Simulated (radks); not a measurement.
All-electron atom: Ti in [Ar] 3d2 4s2 (the NIST ground configuration).

Method: scalar-relativistic Kohn-Sham, PBE, spin-polarised, spherical densities, finite nucleus; open shells are filled with parallel spins first; Fermi nuclear charge, rms radius 3.5921 fm; hard spherical wall at 2 bohr; computed with a radial shooting solver on a logarithmic mesh with Libxc functionals.

Energy parts (eV):
total: -22924.967
kinetic: 24340.694
electron-nucleus: -56846.609
Hartree: 10794.486
exchange-correlation: -1213.538

Orbitals (lengths in bohr, moments of r in powers of bohr):
\begin{tabular}{lrrrrr}
orbital & occ. & eigenvalue (eV) & <r^4> & <r> & <1/r> \\ \hline
1s down & 1 & -4799.763 & 0.0001094 & 0.06961 & 21.80 \\
1s up & 1 & -4799.748 & 0.0001094 & 0.06961 & 21.80 \\
2s up & 1 & -475.5594 & 0.02842 & 0.3269 & 4.521 \\
2s down & 1 & -474.7333 & 0.02826 & 0.3265 & 4.526 \\
2p up & 3 & -381.8997 & 0.02326 & 0.2923 & 4.423 \\
2p down & 3 & -381.2567 & 0.02307 & 0.2918 & 4.428 \\
3s up & 1 & -18.9854 & 1.539 & 0.9723 & 1.408 \\
3s down & 1 & -16.5889 & 1.549 & 0.9738 & 1.404 \\
3p up & 3 & 6.0556 & 1.697 & 0.9949 & 1.327 \\
3p down & 3 & 8.4094 & 1.709 & 0.9967 & 1.323 \\
3d up & 2 & 46.1932 & 1.793 & 1.005 & 1.159 \\
3d down & 0 & 48.5541 & 1.809 & 1.007 & 1.157 \\
4s up & 1 & 123.0983 & 3.690 & 1.185 & 1.342 \\
4s down & 1 & 124.8033 & 3.693 & 1.185 & 1.342 \\
4p up & 0 & 138.9057 & 3.544 & 1.151 & 1.354 \\
4p down & 0 & 140.6214 & 3.546 & 1.151 & 1.354 \\
4d up & 0 & 155.4544 & 3.143 & 1.080 & 1.263 \\
4d down & 0 & 157.2197 & 3.140 & 1.079 & 1.266 \\
5s up & 0 & 350.0028 & 3.672 & 1.135 & 1.548 \\
5s down & 0 & 351.8622 & 3.668 & 1.135 & 1.548 \\
\end{tabular}

The highest occupied level is 4s down at 124.80 eV. The configuration is held as typed, so some empty levels lie below it. The pressure on the wall is 13100 GPa. The electron density at the nucleus is 8640 e/bohr^3 (large components only). Summed over all electrons, <r^2> = 15.20 bohr^2, which gives a Langevin (diamagnetic) susceptibility term of -12 x 10^-6 cm^3/mol. The density falls to 0.001 e/bohr^3 at r = 1.97 bohr.
